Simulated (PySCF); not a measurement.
CH5ClFNSi2, SMILES F[Si@@H]1CN[Si@H]1Cl. Heavy atoms are numbered as in [F:1][Si@@H:2]1[CH2:3][NH:4][Si@H:5]1[Cl:6]. Hydrogens are named by the atom that carries them.

Geometry: B3LYP-D3(BJ)/def2-SVP. The structure was generated by enumeration; whether it is a known compound was not checked.

Level of theory: PBE0/def2-TZVP in PySCF.

Atomic charges (e), one atom of each kind:

```tsv
atom	Mulliken	Löwdin
F1	-0.33	-0.03
Si2 (SiH)	0.47	0.19
C3 (CH2)	-0.23	-0.41
N4 (NH)	-0.41	-0.09
Si5 (SiH)	0.34	-0.16
Cl6	-0.27	0.16
H on Si2	-0.02	-0.03
H on C3	0.12	0.12
H on N4	0.21	0.16
H on Si5	-0.01	-0.03
```

Computed Mayer and Wiberg (Löwdin basis) orders of the bonds:
| bond | Mayer | Wiberg |
|---|---|---|
| F1–Si2 | 1.07 | 1.68 |
| Si2–C3 | 0.93 | 1.08 |
| C3–N4 | 0.96 | 1.34 |
| Si2–Si5 | 0.92 | 0.99 |
| N4–Si5 | 1.21 | 1.44 |
| Si5–Cl6 | 1.10 | 1.76 |
